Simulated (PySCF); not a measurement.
SMILES FC(F)(F)[SiH](C(F)(F)F)C(F)(F)F, singlet (B3LYP/def2-SVP optimised geometry):

```
14

Si    -0.968    -0.089     0.000
C     -1.607    -1.024     1.568
F     -0.957    -0.602     2.669
F     -1.437    -2.353     1.472
F     -2.920    -0.792     1.755
C     -1.578    -1.025    -1.579
F     -0.934    -2.191    -1.751
F     -2.896    -1.289    -1.497
F     -1.379    -0.279    -2.682
C      0.967    -0.089     0.000
F      1.433     0.281    -1.209
F      1.475    -1.299     0.284
F      1.450     0.781     0.906
H     -1.475     1.299     0.000
```

Level of theory: B3LYP/def2-TZVP run with PySCF 2.14.0.

Q: What are the frontier orbital energies and the dipole moment?

A: HOMO-2 -10.77 eV, HOMO-1 -10.05 eV, HOMO -10.04 eV, LUMO -0.82 eV, LUMO+1 -0.78 eV; dipole moment 1.59 D.

On the same geometry PySCF 2.14.0 with PBE/def2-TZVP gives HOMO-2 -9.27 eV, HOMO-1 -8.54 eV, HOMO -8.53 eV, LUMO -1.41 eV, LUMO+1 -1.38 eV; dipole moment 1.36 D.

Meta-Löwdin charges at B3LYP/def2-TZVP: Si1 0.70, C2 0.58, F3 -0.27, F4 -0.26, F5 -0.27, C6 0.58, F7 -0.26, F8 -0.27, F9 -0.27, C10 0.58, F11 -0.27, F12 -0.26, F13 -0.27, H14 -0.06.
